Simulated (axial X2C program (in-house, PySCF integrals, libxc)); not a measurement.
How long does BiO⁺ take?

A bond scan computed with an in-house all-electron X2C program for linear molecules (integrals from PySCF). Basis: Bi dyall-cv3z [12s14p10d6f1g], O dyall-av3z [7s6p3d2f] (cores contracted in-house).

The run was started with this input:
```json
{"zs": [83, 8], "q": 1, "bas": ["dyall-cv3z", "dyall-av3z"], "levels": ["PBE0", "HF", "M06"], "cc": true, "r0": 1.98, "thr": -1.0, "nmax": 90, "npts": 10, "nst": 2, "ntry": 6}
```
```bash
python so2c.py task.json out
```

Keys: zs atomic numbers; q charge; bas basis sets; levels methods; cc coupled cluster on or off; r0 starting distance in Å; thr threshold in hartree for freezing inner shells (an s shell follows its p shell); nmax most natural virtual spinors; npts points on the curve; nst determinants followed; ntry starts of the search. HF also brings MP2.

Hardware: 1 thread of AMD EPYC 7B13 (Zen 3), with other jobs on the host.

Wall time of one point of each curve, integrals apart:

| Hamiltonian | level | points | seconds a point |
| --- | --- | --- | --- |
| spin-free | PBE0 | 10 | 0.81 |
| spin-free | HF | 10 | 0.46 |
| spin-free | CCSD(T) (10 electrons, 90 virtuals) | 7 | 3.7 |
| spin-free | M06 | 10 | 1.3 |
| 2c | PBE0 | 10 | 1.2 |
| 2c | HF | 10 | 0.91 |
| 2c | CCSD(T) (10 electrons, 90 virtuals) | 7 | 5.5 |
| 2c | M06 | 10 | 1.8 |

The rest:

Search with its distance optimisation 39 s, atoms 20 s, whole task 200 s. Coupled cluster runs on the points near the minimum only. The program drops outer points, and coupled cluster, when its time limit (not in the input) nears; MP2, further determinants and curves that did not converge are not in the table.
